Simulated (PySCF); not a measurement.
Molecule: CH5FSi, SMILES FC[SiH3]. Atoms near the plane z = 0.8 Å, at the PBE0/def2-SVP optimised geometry (x, y, z in Å): F1 (1.8, -1.0, 0.0), C2 (0.4, -1.0, 0.0), Si3 (-0.3, 0.8, 0.0), H5 (0.0, -1.5, 0.9), H6 (0.2, 1.5, 1.2), H7 (-1.8, 0.8, 0.0).

Method: PySCF 2.14.0 with PBE0/def2-TZVP. The values are rescaled to run from 0 to 1.

```
|5555555555555555555555555|
|5555555555555555555555555|
|5555555555555555555555555|
|5555555555555555555555555|
|5555555555555555555555555|
|5555555555566665555555555|
|5555555555677766555555555|
|5555555556789976555555555|
|5555555556789986555555555|
|5555555556789876555555555|
|5555555556677766555555555|
|5555555555666665555555555|
|5555555555555555555555555|
|5555555555444445566555555|
|5555555444433234666655555|
|5555554444321124677655555|
|5555554444310024566655555|
|5555544444320134555555555|
|5555544444432334555555555|
|5555554444443444455555555|
|5555554444444444455555555|
|5555555444444444455555555|
|5555555444444444455555555|
|5555555554444444555555555|
|5555555555544455555555555|
```
Scale: ten equal steps from 0.000 (start of '0') to 1.00 (end of '9'), in the order '0123456789'; x runs from -4.00 to 4.00, y from -4.00 (bottom) to 4.00 (top).

Which quantity is mapped?
(A) log10 of the electron density
(B) deformation density (molecule minus spherical neutral atoms)
(C) an orbital amplitude
(D) Laplacian of the electron density

C, an orbital amplitude. In full: HOMO−1 amplitude (bohr^(-3/2)).
